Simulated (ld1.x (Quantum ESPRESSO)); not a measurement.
Transferability test, ultrasoft potential for iodine

- Element: I (Z = 53)
- Generator: ld1.x (Quantum ESPRESSO) 7.5
- Type: ultrasoft
- Functional: PBE
- Relativity: scalar-relativistic
- Frozen core: [Kr] 4d10
- Valence charge: 7
- Reference configuration: 5s2 5p5
- Partial waves: 5s (bound): rcut 1.65, rcutus 1.80 bohr; 5s channel at 2.8 Ry: rcut 1.65, rcutus 1.80 bohr; 5p (bound): rcut 1.40, rcutus 1.85 bohr; 5p channel at 0.55 Ry: rcut 1.40, rcutus 1.85 bohr
- Local potential: all-electron potential smoothed inside 1.45 bohr (lloc = -1)
- Core correction: none
- Augmentation charge: built from norm-conserving waves at rcut, not smoothed further

Energies are relative to the spin-unpolarised reference configuration 5s2 5p5; without spin polarisation the order of configurations can differ from experiment. Not all tests gave a result: test run stopped at test 5 of 7 (negative rho).

| valence configuration | charge | ΔE all-electron (eV) | error AE − PS (meV) |
| --- | --- | --- | --- |
| 5s2 5p3 | +2 | 30.977 | -30 |
| 5s2 5p2 | +3 | 60.305 | -78 |
| 5s2 5p4.5 | +0.5 | 4.532 | -1.9 |

(1) What are ΔE and the potential's error for 5s2 5p4?

Levels in the configuration 5s2 5p3:

| level | all-electron (eV) | pseudo (eV) |
| --- | --- | --- |
| 5s | -36.003 | -36.063 |
| 5p | -24.481 | -24.509 |

Note: ghost states, extra bound levels that the all-electron valence spectrum of the same l lacks: s at -49.8 eV, d at -14.0 eV. A true bound ghost makes a file unfit for plane-wave use.

Results:

(1) ΔE = 11.131 eV all-electron; the error (AE − PS) is -6.6 meV.
